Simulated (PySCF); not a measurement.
Species: Sn(vinyl)(NCO)3, C5H3N3O3Sn.
Bonds: Sn1–C2, Sn1–N7, Sn1–N10, Sn1–N13, C2–C3, N7–C8, C8–O9, N10–C11, C11–O12, N13–C14, C14–O15. Hydrogens: H4 on C2; H5, H6 on C3.

Theory: PBE0-D3(BJ)/def2-SVP geometry optimisation, gas phase, def2 core potentials past Kr in PySCF.

Q: List the bond lengths, angles and torsions at this level.

A: 
```json
{"bond": "Sn1–C2", "length (pm)": "209.4"}
{"bond": "Sn1–N7, Sn1–N10, Sn1–N13", "length (pm)": "200.8"}
{"bond": "C2–C3", "length (pm)": "133.4"}
{"bond": "C2–H4", "length (pm)": "109.4"}
{"bond": "C3–H5", "length (pm)": "109.6"}
{"bond": "C3–H6", "length (pm)": "109.6"}
{"bond": "N7–C8, N10–C11, N13–C14", "length (pm)": "120.6"}
{"bond": "C8–O9, C11–O12, C14–O15", "length (pm)": "116.7"}
```

Bonds in one row agree within 1 pm and their mean is given. A selection of angles:
```json
{"angle": "C2–Sn1–N7", "degrees": "106.9"}
{"angle": "C2–Sn1–N10", "degrees": "113.1"}
{"angle": "C2–Sn1–N13", "degrees": "115.1"}
{"angle": "N7–Sn1–N10", "degrees": "108.2"}
{"angle": "N10–Sn1–N13", "degrees": "105.3"}
{"angle": "Sn1–C2–C3", "degrees": "119.1"}
{"angle": "Sn1–N7–C8", "degrees": "146.3"}
{"angle": "N7–C8–O9", "degrees": "176.6"}
{"angle": "Sn1–N10–C11", "degrees": "149.2"}
{"angle": "Sn1–N13–C14", "degrees": "150.6"}
```

Torsions: N7–Sn1–C2–C3 1° (synperiplanar); C2–Sn1–N7–C8 -177° (antiperiplanar); C2–Sn1–N10–C11 -169° (antiperiplanar); C2–Sn1–N13–C14 -147° (anticlinal). The mirror-image conformer, all signs reversed, is as good.

All 3 C–N bonds measure 1.205 to 1.207 Å. All 3 C–O bonds measure 1.166 to 1.167 Å. Of the pairs four or more bonds apart, H5···N7 is among the closest relative to their van der Waals radii: 2.81 Å, 102 % of the sum of Bondi's values. Sn1 (tin bonded to C and 3 N) is distorted tetrahedral (angles from 105.3° to 115.1°). N7 (nitrogen bonded to C and Sn) is bent (angle 146.3°).

Point group: near Cs, missed by 0.36 Å at most; the miss may be what the optimiser left on a soft mode. Whether it is a minimum is left open (no frequencies). One conformer, not necessarily the lowest (N7–Sn1–C2–C3 1°, C2–Sn1–N7–C8 -177°, C2–Sn1–N10–C11 -169°, C2–Sn1–N13–C14 -147°, Sn1–C2–C3–H -1° and 179°).
